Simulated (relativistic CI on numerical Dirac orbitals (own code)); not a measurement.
**Sr²⁰⁺: computed level list**

Method of calculation: Dirac-Coulomb-Breit CI, KLI orbitals optimised for each configuration, a model potential for QED, unscaled Slater integrals (own radial code, finite nucleus).

Configuration list (outside the closed core [Ne]): 3s2.3p6, 3s2.3p5.3d, 3s.3p6.3d, 3s2.3p5.4s, 3s2.3p5.4p, 3s2.3p5.4d, 3s.3p6.4s, 3s2.3p5.4f, 3s.3p6.4p, 3p6.3d.4p, 3s.3p6.4d, 3s.3p6.4f, 3s2.3p5.5s, 3s2.3p5.5p, 3s2.3p5.5d, 3s2.3p5.5f, 3s2.3p5.5g, 3s.3p6.5s, 3s.3p6.5p, 3s2.3p5.6s, 3s2.3p5.6p, 3s.3p6.5d, 3p6.3d2, 3p5.3d3, 3p5.3d2.4s, 3p5.3d2.4p, 3p5.3d2.4d, 3p6.3d.4s, 3p5.3d.4s2, 3p5.3d.4s.4p, 3p5.3d.4s.4d. Double excitations out of closed p, d and f shells are left out; levels of such configurations are missing from the list, as are those of other unlisted configurations, and high levels can miss mixing partners. These lack a partner that the ground configuration has and come out too high: 3s2.3p5.4f, 3s2.3p5.5s, 3s2.3p5.5p, 3s2.3p5.5d, 3s2.3p5.5f.

```tsv
No.	Configuration	Term	J	E (Ry)	%	Next component (%)	Lifetime (s)
1	3s2.3p6	1S	0	0.0000	100		
2	3s2.3p5.3d	3P°	0	7.0112	100		
3	3s2.3p5.3d	3P°	1	7.1481	94	6 3D°	1.43e-08
4	3s2.3p5.3d	3P°	2	7.4293	76	20 3D°	1.03e-03
5	3s2.3p5.3d	3F°	3	7.4904	75	18 1F°	9.98e-01
6	3s2.3p5.3d	3F°	4	7.4956	100		3.62e+02
7	3s2.3p5.3d	3F°	2	7.7016	48	33 1D°	1.82e-03
8	3s2.3p5.3d	3D°	3	8.0465	63	37 1F°	7.82e-04
9	3s2.3p5.3d	3D°	1	8.3881	90	6 3P°	8.81e-11
10	3s2.3p5.3d	3F°	2	8.5106	49	38 1D°	4.97e-05
11	3s2.3p5.3d	3D°	2	8.7917	53	28 1D°	4.68e-05
12	3s2.3p5.3d	1F°	3	8.8865	45	30 3D°	3.08e-05
13	3s2.3p5.3d	1P°	1	10.6264	96	3 3D°	1.60e-12
14	3s.3p6.3d	3D	1	14.3905	100		6.89e-12
15	3s.3p6.3d	3D	2	14.4561	98	2 1D	6.86e-12
16	3s.3p6.3d	3D	3	14.5887	100		6.87e-12
17	3s.3p6.3d	1D	2	15.2209	98	2 3D	6.97e-12
18	3p6.3d2	3F	2	29.2759	96	4 1D	
19	3p6.3d2	3F	3	29.4208	100		
20	3p6.3d2	3F	4	29.5646	97	3 1G	
21	3p6.3d2	3P	0	29.8157	97	3 1S	
22	3p6.3d2	1D	2	29.8180	58	38 3P	
23	3p6.3d2	3P	1	29.8876	100		
24	3p6.3d2	3P	2	30.0518	61	37 1D	
25	3p6.3d2	1G	4	30.0806	97	3 3F	
26	3p6.3d2	1S	0	31.0315	97	3 3P	
27	3s2.3p5.4s	3P°	2	31.7615	100		4.30e-09
28	3s2.3p5.4s	1P°	1	31.8818	57	42 3P°	1.59e-12
29	3s2.3p5.4s	3P°	0	32.8014	99		4.01e-09
30	3s2.3p5.4s	3P°	1	32.8777	57	42 1P°	2.26e-12
```

Energies count from the lowest computed level; ° marks odd parity; lifetimes are radiative, by E1, M1, E2, M2, E3 decay to levels of this space only; some are left blank where a channel outside the calculation adds to the decay or the decay crosses a small, uncertain gap.

The mean weight of the leading LS term, summed over parents, in these 30 levels is 83 %, and that of the leading jj configuration (from the same eigenvectors) 84 %.

At this charge energies of transitions that change n are usually good to better than 1 %, and those within a shell (Δn = 0) to a few per cent.

LS names give the leading component of a level, which can be under half, so a name can repeat, a term be missing and a line seem to break the LS rules.
